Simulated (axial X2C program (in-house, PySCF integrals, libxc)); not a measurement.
**Correcting the dissociation energy of BrF for spin–orbit coupling**

A spin-free PBE0 curve (one-electron X2C) was computed with an in-house relativistic program for diatomic molecules, basis Br dyall-v3z [8s9p6d1f], F dyall-v3z [6s5p2d1f] (cores contracted in-house), for the state M_S = 0, Λ = 0 (closed shell). It gives D0 = 2.572 eV to Br + F, which in a spin-free picture are the weighted means of the ground terms.

Measured levels of the ground terms (NIST Handbook of Basic Atomic Spectroscopic Data), in cm⁻¹: Br 2P: J = 3/2 at 0, J = 1/2 at 3685.2; F 2P: J = 3/2 at 0, J = 1/2 at 404.1.

The molecular state has Λ = 0, so it has no first-order lowering.

Problem. How far does each ground level lie under the (2J+1)-weighted mean of its term?

Solution. Br: (4 × 0 + 2 × 3685.2)/6 = 1228 cm⁻¹; F: (4 × 0 + 2 × 404.1)/6 = 135 cm⁻¹.

Problem. Correct D0.

Solution. D0 = 2.572 + (0 − 1363)/8065.5 = 2.403 eV at PBE0 with these spin–orbit terms.

Second-order spin–orbit effects in the molecule, which grow quickly with Z, are left out. The state is one determinant whose occupation by symmetry is held fixed; it was picked as the lowest of a PBE0 search that is not exhaustive. Dissociation energies refer to the lowest single-determinant-based atoms at the same level and basis.
